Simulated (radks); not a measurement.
Question: All-electron atom: Ti in [Ar] 3d2 4s2 (the NIST ground configuration). Calculated with a radial shooting solver on a logarithmic mesh with Libxc functionals: scalar-relativistic Kohn-Sham, PBE, spin-polarised, spherical densities, finite nucleus; open shells are filled with parallel spins first; Fermi nuclear charge, rms radius 3.5921 fm. Some entries of the table are withheld. Estimate them.

orbital,occ.,eigenvalue (eV),r(max) (bohr)
1s down,1,-4868.609,0.04555
1s up,1,-4868.599,0.04555
2s up,1,-536.9115,0.2689
2s down,1,-536.3810,0.2688
2p up,3,-444.1782,0.2196
2p down,3,-443.7687,0.2195
3s up,1,-63.2488,0.8697
3s down,1,-61.5086,0.8694
3p up,3,-39.4801,0.9023
3p down,3,-37.7548,0.9019
3d up,2,(1),0.9809
4s up,1,-4.6689,2.879
4s down,1,-4.1738,2.994
3d down,0,(2),0.9858
4p up,0,-1.5629,(3)
4p down,0,-1.3380,(4)

Answer: 
(1) 3d up eigenvalue (eV): -4.8193
(2) 3d down eigenvalue (eV): -3.3363
(3) 4p up r(max) (bohr): 3.746
(4) 4p down r(max) (bohr): 3.930
